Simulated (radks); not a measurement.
Trend from Mg4+ to Ar4+: ionisation energy by Delta-SCF between NIST ground configurations, and size. Calculated with a radial shooting solver on a logarithmic mesh with Libxc functionals: scalar-relativistic Kohn-Sham, SCAN, spin-polarised, spherical densities, finite nucleus; open shells are filled with parallel spins first; meta-GGA in the generalised Kohn-Sham scheme; Fermi nuclear charge, rms radius of each element as measured or else 0.836 A^(1/3) + 0.57 fm.

| species | configuration | IE (eV) | NIST (eV) | kind | -e(HOMO) (eV) |
|---|---|---|---|---|---|
| Mg4+ | [He] 2s2 2p4 | 139.72 | 141.33 | semi-emp. | 124.71 (2p) |
| Al4+ | [He] 2s2 2p5 | 154.66 | 153.83 | semi-emp. | 137.91 (2p) |
| Si4+ | [Ne] | 168.76 | 166.77 | exp. | 150.56 (2p) |
| Ar4+ | [Ne] 3s2 3p2 | 75.183 | 74.8 | semi-emp. | 67.452 (3p) |

Reference values: NIST Atomic Spectra Database (exp. = measured, semi-emp. = semi-empirical, theory = theoretical value adopted there). Open shells are spherical and high-spin; term and fine-structure splittings are not resolved.
